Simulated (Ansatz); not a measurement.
System: sum formula BNH$_{2}$Cl$_{2}$, charge 0, multiplicity 1. 
Geometry from a B3LYP-D3(BJ)/def2-TZVP (Ansatz, a program for electronic structure) optimisation:
```
B
N 1 1.3854
H 2 1.0060 1 122.41
H 2 1.0060 3 115.18 1 180.00
Cl 1 1.7704 2 120.26 3 180.00
Cl 1 1.7704 2 120.26 3 0.00
```
Charge 0, spin multiplicity 1.

Wanted: vertical ionisation energy (to the doublet state of charge +1; each state is the SCF solution reached for its spin), in eV. Valence correlation only, unless marked. Open shells are spin-unrestricted. No spin-orbit coupling. Non-relativistic. Basis-set limits of correlation are two-point, X^-3; Hartree-Fock from the larger set.

```
level                                         program  vertical ionisation energy (eV)
--------------------------------------------  -------  -------------------------------
SVWN5/def2-TZVPD                               Ansatz                            10.62
PBE/def2-TZVPD                                 Ansatz                            10.42
B3LYP/def2-TZVPD                               Ansatz                            10.75
PBE0/def2-TZVPD                                Ansatz                            10.77
CAM-B3LYP/def2-TZVPD                           Ansatz                              [?]
wB97X-V/def2-TZVPD                             Ansatz                            11.08
SCS-MP2/aug-cc-pV(D+d)Z                        Ansatz                            11.15
SCS-MP2/aug-cc-pV(T+d)Z                        Ansatz                            11.30
SCS-MP2/aug-cc-pV(Q+d)Z                        Ansatz                            11.38
CCSD/aug-cc-pV(T+d)Z                           Ansatz                              [?]
CCSD/aug-cc-pV(Q+d)Z                           Ansatz                            11.12
CCSD(T)/CBS(aug-cc-pV(T+d)Z,aug-cc-pV(Q+d)Z)   Ansatz                              [?]
```

Problem. Complete the blanks.

Solution. 
- CAM-B3LYP/def2-TZVPD, vertical ionisation energy (eV): 11.00
- CCSD/aug-cc-pV(T+d)Z, vertical ionisation energy (eV): 11.05
- CCSD(T)/CBS(aug-cc-pV(T+d)Z,aug-cc-pV(Q+d)Z), vertical ionisation energy (eV): 11.20
